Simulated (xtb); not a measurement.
H₂B, doublet, from a rough starting geometry; GFN2-xTB in xtb 6.7.1.

The xtb input:
```
$ xtb mol.xyz --gfn 2 --uhf 1 --opt vtight --json

# file mol.xyz
3

B     -0.01559693     0.34435284     0.03810790
H     -1.01039026    -0.11777333     0.03194123
H      1.05947799    -0.17069573    -0.00718139
```

Output, abridged:

```
   ID    Z sym.   atoms
    1    5 B      1
    2    1 H      2, 3

           -------------------------------------------------
          |                Calculation Setup                |
           -------------------------------------------------

           -------------------------------------------------
          |                 G F N 2 - x T B                 |
           -------------------------------------------------

          ...................................................
          :                      SETUP                      :
          :.................................................:
          :  # basis functions                   6          :
          :  # atomic orbitals                   6          :
          :  # shells                            4          :
          :  # electrons                         5          :
          :  max. iterations                   250          :
          :  Hamiltonian                  GFN2-xTB          :
          :  restarted?                      false          :
          :  GBSA solvation                  false          :
          :  PC potential                    false          :
          :  electronic temp.          300.0000000     K    :
          :  accuracy                    1.0000000          :
          :  -> integral cutoff          0.2500000E+02      :
          :  -> integral neglect         0.1000000E-07      :
          :  -> SCF convergence          0.1000000E-05 Eh   :
          :  -> wf. convergence          0.1000000E-03 e    :
          :  Broyden damping             0.4000000          :
          :  net charge                          0          :
          :  unpaired electrons                  1          :
          ...................................................

 iter      E             dE          RMSdq      gap      omega  full diag
   1     -2.1122444 -0.211224E+01  0.158E+01    0.43       0.0  T
   2     -2.1506753 -0.384308E-01  0.105E+01    0.44       1.0  T
   3     -2.1497524  0.922832E-03  0.236E+00    0.75       1.0  T
   4     -2.1560513 -0.629883E-02  0.118E+00    0.69       1.0  T
   5     -2.1580483 -0.199704E-02  0.322E-01    0.74       1.0  T
   6     -2.1581550 -0.106657E-03  0.142E-01    0.72       1.0  T
   7     -2.1581892 -0.341960E-04  0.181E-02    0.73       3.2  T
   8     -2.1581895 -0.337433E-06  0.421E-03    0.73      13.7  T
   9     -2.1581895 -0.118437E-07  0.224E-03    0.73      25.8  T
  10     -2.1581895 -0.723900E-08  0.379E-04    0.73     152.2  T
  11     -2.1581895 -0.191967E-09  0.154E-04    0.73     374.2  T

   *** convergence criteria satisfied after 11 iterations ***

         :::::::::::::::::::::::::::::::::::::::::::::::::::::
         ::                     SUMMARY                     ::
         :::::::::::::::::::::::::::::::::::::::::::::::::::::
         :: total energy              -2.127439681442 Eh    ::
         :: gradient norm              0.063179417371 Eh/a0 ::
         :: HOMO-LUMO gap              0.726436758822 eV    ::
         ::.................................................::
         :: SCC energy                -2.158189509644 Eh    ::
         :: -> isotropic ES            0.012433400912 Eh    ::
         :: -> anisotropic ES          0.002302030326 Eh    ::
         :: -> anisotropic XC         -0.000060070502 Eh    ::
         :: -> dispersion             -0.000433360698 Eh    ::
         :: repulsion energy           0.030749828203 Eh    ::
         :: add. restraining           0.000000000000 Eh    ::
         :: total charge              -0.000000000000 e     ::
         :::::::::::::::::::::::::::::::::::::::::::::::::::::

      -----------------------------------------------------------
     |                   =====================                   |
     |                        A N C O P T                        |
     |                   =====================                   |
[...]
 * total energy  :    -2.1274397 Eh     change       -0.3225686E-10 Eh
 * total energy  :    -2.1298504 Eh     change       -0.2410678E-02 Eh
 * total energy  :    -2.1299871 Eh     change       -0.1367736E-03 Eh
 * total energy  :    -2.1299911 Eh     change       -0.3937423E-05 Eh
 * total energy  :    -2.1299915 Eh     change       -0.3989865E-06 Eh
 * total energy  :    -2.1299915 Eh     change       -0.7171063E-08 Eh
   *** GEOMETRY OPTIMIZATION CONVERGED AFTER 6 ITERATIONS ***
[...]

   *** convergence criteria satisfied after 3 iterations ***

         :::::::::::::::::::::::::::::::::::::::::::::::::::::
         ::                     SUMMARY                     ::
         :::::::::::::::::::::::::::::::::::::::::::::::::::::
         :: total energy              -2.129991477145 Eh    ::
         :: gradient norm              0.000014152397 Eh/a0 ::
         :: HOMO-LUMO gap              0.750278327839 eV    ::
         ::.................................................::
         :: SCC energy                -2.155454026962 Eh    ::
         :: -> isotropic ES            0.012197084561 Eh    ::
         :: -> anisotropic ES          0.002364714918 Eh    ::
         :: -> anisotropic XC          0.000090600819 Eh    ::
         :: -> dispersion             -0.000434663160 Eh    ::
         :: repulsion energy           0.025462549816 Eh    ::
         :: add. restraining           0.000000000000 Eh    ::
         :: total charge              -0.000000000000 e     ::
         :::::::::::::::::::::::::::::::::::::::::::::::::::::

           -------------------------------------------------
          |                Property Printout                |
           -------------------------------------------------

    * Orbital Energies and Occupations

         #    Occupation            Energy/Eh            Energy/eV
      -------------------------------------------------------------
         1        2.0000           -0.4836313             -13.1603
         2        2.0000           -0.4388978             -11.9430
         3        1.0000           -0.2918403              -7.9414 (HOMO)
         4        0.0000           -0.2642680              -7.1911 (LUMO)
         5                          0.3301153               8.9829
         6                          0.4048466              11.0164
      -------------------------------------------------------------
                  HL-Gap            0.0275722 Eh            0.7503 eV
             Fermi-level           -0.3217116 Eh           -8.7542 eV

     #   Z          covCN         q      C6AA      α(0)
     1   5 B        1.885     0.192    38.059    12.990
     2   1 H        0.942    -0.096     5.417     3.639
     3   1 H        0.942    -0.096     5.417     3.638

 Mol. C6AA /au·bohr⁶  :        115.960057
 Mol. C8AA /au·bohr⁸  :       3012.613415
 Mol. α(0) /au        :         20.266626

Wiberg/Mayer (AO) data.
largest (>0.10) Wiberg bond orders for each atom

 ---------------------------------------------------------------------------
     #   Z sym  total        # sym  WBO       # sym  WBO       # sym  WBO
 ---------------------------------------------------------------------------
     1   5 B    1.978 --     3 H    0.989     2 H    0.989
     2   1 H    0.991 --     1 B    0.989
     3   1 H    0.991 --     1 B    0.989
 ---------------------------------------------------------------------------

Topologies differ in total number of bonds
Writing topology from bond orders to xtbtopo.mol

molecular dipole:
                 x           y           z       tot (Debye)
 q only:        0.003       0.183       0.009
   full:       -0.000      -0.014      -0.001       0.035
molecular quadrupole (traceless):
                xx          xy          yy          xz          yz          zz
 q only:       -0.781       0.028       0.443       0.021       0.015       0.338
  q+dip:        0.406      -0.009      -0.076      -0.013       0.012      -0.331
   full:       -1.079       0.009      -0.438       0.046      -0.101       1.517

optimized geometry written to: xtbopt.xyz

           -------------------------------------------------
          | TOTAL ENERGY               -2.129991477145 Eh   |
          | GRADIENT NORM               0.000014152397 Eh/α |
          | HOMO-LUMO GAP               0.750278327839 eV   |
           -------------------------------------------------

normal termination of xtb
```
